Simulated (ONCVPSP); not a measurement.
Configuration tests for phosphorus (ONCV)

```json
{
  "Element": "P",
  "Generator": "ONCVPSP 4.0.1",
  "Type": "optimised norm-conserving Vanderbilt (ONCV)",
  "Functional": "LDA (Perdew-Zunger)",
  "Relativity": "non-relativistic",
  "Frozen core": "[He]",
  "Valence charge": "13",
  "Reference configuration": "2s2 2p6 3s2 3p3",
  "Partial waves": "2s+3s: rc 1.05 bohr, ncon 4, nbas 7, qcut 14.3 1/bohr, 2 projectors; 2p+3p: rc 0.85 bohr, ncon 4, nbas 8, qcut 15.6 1/bohr, 2 projectors; d scattering state at 0.11 Ha: rc 1.00 bohr, ncon 3, nbas 6, qcut 9.1 1/bohr, 2 projectors, debl 1 Ha",
  "Local potential": "polynomial inside 0.55 bohr (lpopt 5, dvloc0 3 Ha)",
  "Core correction": "Teter function, fcfact 2.25, rcfact 1.35"
}
```

Energies are relative to the spin-unpolarised reference configuration 2s2 2p6 3s2 3p3; without spin polarisation the order of configurations can differ from experiment.

```json
{"valence configuration": "2s2 2p6 3s2 3p2", "charge": "+1", "ΔE all-electron (eV)": "9.833", "error AE − PS (meV)": "+0.3"}
{"valence configuration": "2s2 2p6 3s2 3p1", "charge": "+2", "ΔE all-electron (eV)": "29.095", "error AE − PS (meV)": "+2.7"}
{"valence configuration": "2s2 2p6 3s2 3p0", "charge": "+3", "ΔE all-electron (eV)": "59.000", "error AE − PS (meV)": "+11"}
{"valence configuration": "2s2 2p5 3s2 3p3", "charge": "+1", "ΔE all-electron (eV)": "140.363", "error AE − PS (meV)": "+604"}
```

Levels in the configuration 2s2 2p5 3s2 3p3:

```
level  all-electron (eV)  pseudo (eV)
   2s           -203.086     -203.179
   2p           -156.940     -155.641
   3s            -26.338      -26.373
   3p            -16.692      -16.648
```
